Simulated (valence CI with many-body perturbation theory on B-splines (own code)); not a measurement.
**Tl⁵⁸⁺: E2, M1 decay**

Computed by relativistic CI+MBPT: five valence electrons over a frozen Dirac-Fock core [Ar], radial functions for each j: 7 s, 7 p, 8 d, 6 f, 4 g, 1 h, with the one-electron correlation potential Σ1 (screened to all orders), the two-electron term Σ2, the three-electron term Σ3, Breit, model QED; selected single and double excitations, second order for the rest (own B-spline code, finite nucleus).

No measured spectrum was set against this ion. As an estimate, large intervals hold to a few tenths of a per cent, small ones and those within an open d or f shell to about a per cent. The list stops below the first excitations out of the core. Only levels of the ground parity were solved; by the run's estimate the other parity begins above the list, which can be wrong where configurations are misplaced.

Lines 51 to 86 of 86 in falling wavelength, among levels below 2273000 cm⁻¹, chosen from the decays that carry over 1 % of a level's rate. Wavelengths and rates use the calculated energies. Electric multipoles are in the length gauge, E1 and E2 with the static RPA response of the core. Weak lines are less certain than strong ones. Lines between different terms over intervals too small for the method are left out, as are lines whose strength nearly cancels. The highest levels of a list are the least certain.

Levels are named by their leading jj configuration (3d3/2^4 stands for four electrons in 3d with j = 3/2), which in mixed levels can hold well under half, so a name can repeat and another be missing. Letters in brackets count levels of one name in rising energy.

```csv
λ vac (Å),Upper,Lower,Type,A (s⁻¹),Branch %
109.2,(3d3/2^2 3d5/2^3) J=5/2 [c],(3d3/2^3 3d5/2^2) J=5/2 [b],M1,4.93e+05,2.8
108.1,(3d3/2^2 3d5/2^3) J=5/2 [b],(3d3/2^3 3d5/2^2) J=7/2 [a],M1,5.00e+06,34.8
107.6,(3d3/2^2 3d5/2^3) J=7/2 [b],(3d3/2^3 3d5/2^2) J=9/2,M1,2.90e+06,56.6
107.3,(3d3/2^3 3d5/2^2) J=9/2,(3d3/2^4 3d5/2) J=5/2,E2,1.28e+03,28.1
107.1,(3d3/2^2 3d5/2^3) J=1/2 [b],(3d3/2^3 3d5/2^2) J=1/2,M1,5.91e+06,46.7
106.9,(3d3/2^2 3d5/2^3) J=7/2 [c],(3d3/2^3 3d5/2^2) J=7/2 [b],M1,3.54e+06,41.0
106.6,(3d3/2^2 3d5/2^3) J=7/2 [a],(3d3/2^3 3d5/2^2) J=5/2 [a],M1,3.86e+06,24.9
103.9,(3d3/2^2 3d5/2^3) J=9/2 [b],(3d3/2^3 3d5/2^2) J=11/2,M1,3.17e+06,19.7
103.1,(3d3/2^3 3d5/2^2) J=5/2 [b],(3d3/2^4 3d5/2) J=5/2,M1,1.21e+05,66.5
103.1,(3d3/2^3 3d5/2^2) J=5/2 [b],(3d3/2^4 3d5/2) J=5/2,E2,6.16e+03,3.4
103.0,(3d3/2^2 3d5/2^3) J=9/2 [b],(3d3/2^3 3d5/2^2) J=7/2 [a],M1,2.23e+06,13.9
102.8,(3d3/2^2 3d5/2^3) J=7/2 [c],(3d3/2^3 3d5/2^2) J=5/2 [b],M1,1.56e+06,18.0
101.2,(3d3/2^2 3d5/2^3) J=3/2 [c],(3d3/2^3 3d5/2^2) J=3/2 [b],M1,2.36e+06,47.8
100.7,(3d3/2^2 3d5/2^3) J=7/2 [b],(3d3/2^3 3d5/2^2) J=7/2 [a],M1,2.34e+05,4.6
100.5,(3d3/2^2 3d5/2^3) J=3/2 [b],(3d3/2^3 3d5/2^2) J=3/2 [a],M1,1.61e+06,24.1
100.4,(3d3/2^2 3d5/2^3) J=5/2 [c],(3d3/2^3 3d5/2^2) J=3/2 [a],M1,2.76e+06,15.6
99.25,(3d3/2^3 3d5/2^2) J=7/2 [b],(3d3/2^4 3d5/2) J=5/2,M1,4.18e+05,98.5
98.93,(3d3/2^2 3d5/2^3) J=7/2 [c],(3d3/2^3 3d5/2^2) J=9/2,M1,3.39e+06,39.2
98.88,(3d3/2^3 3d5/2^2) J=1/2,(3d3/2^4 3d5/2) J=5/2,E2,4.49e+03,11.6
98.45,(3d3/2^2 3d5/2^3) J=9/2 [c],(3d3/2^3 3d5/2^2) J=7/2 [b],M1,3.88e+06,80.2
98.39,(3d3/2^2 3d5/2^3) J=5/2 [c],(3d3/2^3 3d5/2^2) J=7/2 [a],M1,5.13e+06,28.9
98.16,(3d3/2^2 3d5/2^3) J=3/2 [a],(3d3/2^3 3d5/2^2) J=5/2 [a],M1,6.69e+06,26.2
97.28,(3d3/2^2 3d5/2^3) J=5/2 [d],(3d3/2^3 3d5/2^2) J=3/2 [b],M1,3.68e+06,46.6
94.70,(3d3/2^2 3d5/2^3) J=1/2 [b],(3d3/2^3 3d5/2^2) J=3/2 [a],M1,6.30e+06,49.8
89.58,(3d3/2^2 3d5/2^3) J=3/2 [b],(3d3/2^3 3d5/2^2) J=5/2 [a],M1,2.82e+05,4.2
87.23,(3d3/2^2 3d5/2^3) J=9/2 [c],(3d3/2^3 3d5/2^2) J=11/2,M1,6.95e+05,14.4
86.72,(3d3/2^2 3d5/2^3) J=3/2 [c],(3d3/2^3 3d5/2^2) J=1/2,M1,1.57e+06,31.7
86.61,(3d3/2^2 3d5/2^3) J=9/2 [c],(3d3/2^3 3d5/2^2) J=7/2 [a],M1,1.81e+05,3.7
85.09,(3d3/2^2 3d5/2^3) J=7/2 [c],(3d3/2^3 3d5/2^2) J=5/2 [a],M1,1.34e+05,1.5
85.04,(3d3/2^3 3d5/2^2) J=3/2 [b],(3d3/2^4 3d5/2) J=5/2,M1,8.06e+05,89.0
83.69,(3d3/2^2 3d5/2^3) J=3/2 [c],(3d3/2^3 3d5/2^2) J=5/2 [b],M1,8.43e+05,17.1
83.59,(3d3/2^2 3d5/2^3) J=5/2 [d],(3d3/2^3 3d5/2^2) J=7/2 [b],M1,8.52e+05,10.8
81.01,(3d3/2^2 3d5/2^3) J=5/2 [d],(3d3/2^3 3d5/2^2) J=5/2 [b],M1,8.67e+04,1.1
76.04,(3d3/2^2 3d5/2^3) J=5/2 [d],(3d3/2^3 3d5/2^2) J=3/2 [a],M1,1.04e+06,13.2
74.90,(3d3/2^2 3d5/2^3) J=5/2 [d],(3d3/2^3 3d5/2^2) J=7/2 [a],M1,1.10e+06,13.9
69.62,(3d3/2^2 3d5/2^3) J=5/2 [d],(3d3/2^3 3d5/2^2) J=5/2 [a],M1,8.04e+05,10.2
```
